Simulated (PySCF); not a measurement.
Run record: excited-state job, `B[SiH](B)C(F)F`.

Method: TDDFT B3LYP/def2-SVPD, vertical, gas phase, core orbitals frozen in the response (PySCF 2.14.0, density-fitted response routines). Geometry: GFN2-xTB. The command runs a driver script over a list of jobs; the input below is this job's line of settings and its coordinates in Å.

Command:
```bash
OMP_NUM_THREADS=1 python probes_run.py task.json out
```

Input:
```
{"job": {"kind": "uv", "xc": "B3LYP", "basis": "def2-SVPD", "nstates": 8, "ntriplets": 3}, "charge": 0, "multiplicity": 1}
B      1.694304     0.542379     0.895918
Si     0.282517     0.309338    -0.442360
B     -1.289617     1.428732    -0.082300
C     -0.340558    -1.555465    -0.365899
F     -0.807252    -1.830521     0.888941
F     -1.401388    -1.748107    -1.205858
H      1.767899    -0.134457     1.845309
H      2.462408     1.418201     0.801979
H      0.763909     0.332914    -1.847078
H     -1.451840     2.442781    -0.640522
H     -2.071585     1.130983     0.733837
H      0.392403    -2.337465    -0.607993
```

Output:
```
coarse grid: 10776 points
cycle   1  E = -580.0923552346  dE =  2.705e-01  |g| = 5.949e-01  |ddm| = 4.440e+00
cycle   2  E = -580.0064855205  dE =  8.587e-02  |g| = 9.566e-01  |ddm| = 1.169e+00
cycle   3  E = -580.1554125229  dE = -1.489e-01  |g| = 4.036e-02  |ddm| = 6.363e-01
cycle   4  E = -580.1557634976  dE = -3.510e-04  |g| = 9.844e-03  |ddm| = 7.481e-02
cycle   5  E = -580.1557893145  dE = -2.582e-05  |g| = 3.072e-03  |ddm| = 2.533e-02
cycle   6  E = -580.1557925443  dE = -3.230e-06  |g| = 8.808e-04  |ddm| = 7.027e-03
final grid: 100992 points
cycle   7  E = -580.2353665978  dE = -2.778e-05  |g| = 5.368e-03  |ddm| = 5.722e-02
cycle   8  E = -580.2353604496  dE =  6.148e-06  |g| = 8.241e-03  |ddm| = 1.162e-02
cycle   9  E = -580.2353720598  dE = -1.161e-05  |g| = 4.319e-04  |ddm| = 6.041e-03
cycle  10  E = -580.2353721150  dE = -5.523e-08  |g| = 1.132e-04  |ddm| = 1.204e-03
cycle  11  E = -580.2353721195  dE = -4.504e-09  |g| = 3.548e-05  |ddm| = 2.955e-04
cycle  12  E = -580.2353721199  dE = -4.115e-10  |g| = 1.177e-05  |ddm| = 7.421e-05
converged SCF energy = -580.2353721199

Static polarisability (au): isotropic 72.916, principal 64.784 73.179 80.784

Singlet excitations
state   eV       nm        f      main configurations
  1   3.6720    337.6   0.01634   H->L 0.99
  2   3.9204    316.3   0.02277   H-1->L 0.89
  3   4.6586    266.1   0.00723   H-2->L 0.67, H-1->L+1 0.28
  4   4.8293    256.7   0.01888   H->L+1 0.83
  5   4.9303    251.5   0.00156   H-1->L+1 0.68, H-2->L 0.24
  6   5.3901    230.0   0.00347   H-3->L 0.86
  7   5.6062    221.2   0.00196   H-4->L 0.85, H-3->L+1 0.10
  8   6.1213    202.5   0.12402   H-2->L+1 0.88

Triplet excitations (Tamm-Dancoff, eV): 3.0079 3.3633 3.9949
```

The SCF starts on a coarse grid where the log names one; the energy can jump when the final grid takes over, and dE then counts from the start density on the new grid. H and L stand for HOMO and LUMO; the number after each pair is its weight.

**Question.** Which computed singlet has the largest oscillator strength, and what do all of them sum to?

**Answer.** State 8 at 6.12 eV (203 nm), f = 0.124; the 8 states sum to 0.196.

In short: HOMO -8.04 eV, LUMO -3.46 eV; lowest singlet 3.67 eV; lowest triplet 3.01 eV (Tamm–Dancoff); mean polarisability 72.9 au.

**Question.** Estimate the wall time. Hardware: one thread, Arm Neoverse N1 (aarch64), shared host. And the peak memory of the process?

**Answer.** About 41 s (density and orbital grids were written too), with 0.71 GiB resident at the peak, the Python interpreter and its libraries included.

One conformer stands for the species.
Labels such as C1 count atoms from 1, the log's own numbers from 0.
